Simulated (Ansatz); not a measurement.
Ideal-gas functions of `C[NH][InH][F]` at 600 K and 1 bar, from an Ansatz frequency run at PBE0-D4/def2-TZVP.

Molar mass 164.87 g/mol, point group Cs (symmetry number 1), electronic degeneracy 1, moments of inertia 77.133, 172.27, 246.235 u Å². Harmonic wavenumbers (cm⁻¹, unscaled): 82, 107, 151, 268, 372, 428, 439, 575, 588, 1089, 1133, 1134, 1382, 1458, 1490, 1510, 1924, 3003, 3047, 3123, 3635.

Use S(trans) = R[1.5 ln M + 2.5 ln T − 1.1517]; rotational temperatures θ = 24.2544 K / I; S(rot) = R[ln(√π/σ · √(T³/θAθBθC)) + 1.5]; for each mode x = 1.438777 ν̃/T, S = R[x/(eˣ − 1) − ln(1 − e⁻ˣ)] and H = RT x/(eˣ − 1); 1 cm⁻¹ = 0.0119627 kJ/mol; R = 8.31446 J/(mol·K).

By hand: the entropy, in J/(mol·K).

Translation 187.1. Rotation: θ = 0.3144, 0.1408, 0.0985 K, giving 119.6. Vibration, mode by mode: 21.85, 19.65, 16.81, 12.13, 9.53, 8.45, 8.26, 6.27, 6.11, 2.35, 2.17, 2.16, 1.35, 1.16, 1.09, 1.05, 0.47, 0.05, 0.05, 0.04, 0.01, in all 121.0. Electronic 0.0. Sum 427.7 J/(mol·K).

By hand: H − E and G − E in kJ/mol, counted from the electronic energy.

Zero-point energy ½ × 26938 × 0.0119627 = 161.1; thermal vibration 35.4; translation, rotation and pV give 4 RT = 20.0. H − E = 216.5 kJ/mol, and G − E = 216.5 − 600 × 427.7/1000 = -40.1 kJ/mol.

Vibration gives 28 % of the entropy, 41.5 J/(mol·K) of it from the modes under 150 cm⁻¹: soft modes count most, and the harmonic formula is weakest for them. The sum counts one conformer and one mirror image; others add a mixing term.
